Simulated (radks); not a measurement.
Q: These are the eigenvalues of the occupied orbitals of an atom or ion with whole-number occupations (Ry). Method: Dirac Kohn-Sham, PBE, spin-unpolarised, spherical densities, finite nucleus; Fermi nuclear charge, rms radius of each element as measured or else 0.836 A^(1/3) + 0.57 fm; computed with a radial shooting solver on a logarithmic mesh with Libxc functionals.

orbital  eigenvalue
1s1/2     -1780.934
2s1/2     -264.9867
2p1/2     -246.2149
2p3/2     -234.5003
3s1/2     -52.53227
3p1/2     -45.12605
3p3/2     -43.08137
3d3/2     -29.97752
3d5/2     -29.56942
4s1/2     -11.84243
4p1/2      -9.49271
4p3/2      -9.13909
4d3/2      -5.46129
4d5/2      -5.41156

Which element is it, and in what charge state? The configuration may be excited. Open shells, if any, fill j = l - 1/2 first.

A: Z = 46, palladium, charge +5: Pd5+ in [Kr] 4d5. The list shows which subshells hold electrons but not how many an open one holds; the 1s level, -890.47 hartree, gives Z - s = 42.2 by -(Z - s)^2/2, which with screening and relativity narrows Z to a few neighbours, and the depths of the outer levels then fix element, charge and occupations together.
